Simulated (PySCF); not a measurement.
BFH3NO, SMILES B(N)(O)F. Atoms are numbered in the order given.

```xyz
7

B     -0.0050     0.0146     0.0000
F      1.2729     0.4399     0.0000
O     -1.0128     0.9303     0.0000
H     -0.6749     1.8304     0.0000
N     -0.2718    -1.3606     0.0000
H     -1.2119    -1.7267     0.0000
H      0.4609    -2.0538     0.0000
```
Charge 0, spin multiplicity 1.

Geometry: PBE0-D3(BJ)/def2-SVP. One conformer was computed; it need not be the lowest.

Calculation: PySCF with HF/def2-TZVPD.

Symmetry labels are those of the subgroup Cs that the program uses (full group Cs).

Computed valence orbital energies around the gap with their symmetry:
```tsv
orbital	symmetry	energy (eV)
HOMO−7	A'	-20.41
HOMO−6	A'	-19.19
HOMO−5	A"	-18.23
HOMO−4	A'	-17.75
HOMO−3	A'	-16.64
HOMO−2	A'	-15.44
HOMO−1	A"	-14.79
HOMO	A"	-11.69
LUMO	A'	1.23
LUMO+1	A'	2.27
LUMO+2	A'	2.74
LUMO+3	A"	3.16
```
